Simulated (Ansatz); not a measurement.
CH₅GeNOS (`OC1[NH][GeH2][S]1`), relaxed with RKS PBE0-D4/def2-TZVP in the Gaussian-basis code of Ansatz from a PBE-D4/def2-SVP geometry. The force threshold is 0.005 eV/Å; the program also tests the step.

Charge 0, multiplicity 1.

Start:

```xyz
10

O    -1.398   -1.123   -0.589
C    -0.951   -0.067    0.202
N    -0.066    0.777   -0.559
Ge    1.581    0.341    0.201
S     0.180   -0.605    1.675
H    -2.144   -1.556   -0.130
H    -1.812    0.474    0.667
H    -0.275    0.781   -1.563
H     2.367    1.576    0.714
H     2.518   -0.597   -0.619
```

| step | energy (eV) | largest force (eV/Å) | largest move (Å) |
| --- | --- | --- | --- |
| 1 | -71995.6249 | 0.712 | 0.000 |
| 2 | -71995.6691 | 0.277 | 0.029 |
| 3 | -71995.6764 | 0.131 | 0.017 |
| 4 | -71995.6772 | 0.068 | 0.007 |
| 5 | -71995.6774 | 0.018 | 0.011 |
| 6 | -71995.6775 | 0.035 | 0.035 |
| 7 | -71995.6776 | 0.013 | 0.010 |
| 8 | -71995.6776 | 0.011 | 0.006 |
| 9 | -71995.6776 | 0.006 | 0.002 |
| 10 | -71995.6777 | 0.004 | 0.001 |

End:

```xyz
10

O    -1.387   -1.107   -0.582
C    -0.943   -0.052    0.211
N    -0.067    0.789   -0.551
Ge    1.559    0.337    0.195
S     0.154   -0.589    1.639
H    -2.074   -1.589   -0.111
H    -1.799    0.484    0.641
H    -0.276    0.791   -1.540
H     2.359    1.542    0.712
H     2.474   -0.606   -0.615
```

It took 47 s on 4 threads of an Arm Neoverse V1 on a shared host, with 0.65 GiB of host memory at the peak.
